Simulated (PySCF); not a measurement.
A structure optimised at PBE0-D3(BJ)/def2-SVP, used in a PySCF frequency run:

```xyz
9

Te    -0.6017     0.0468     0.5711
N     -0.6430     1.9589     0.0032
H      0.0146     2.5724     0.4768
H     -0.6532     2.1245    -0.9994
O      1.2316    -0.5388    -0.0314
Si     1.5435    -0.9511    -1.6166
H      0.7563    -2.1491    -2.0464
H      3.0013    -1.2472    -1.7245
H      1.2067     0.1780    -2.5446
```

### Question
Write its SMILES and formula.

### Answer
N[Te]O[SiH3], H₅NOSiTe

### Question
What are its rotational constants (standard atomic weights)?

### Answer
6.6455, 1.5784, 1.3713 GHz
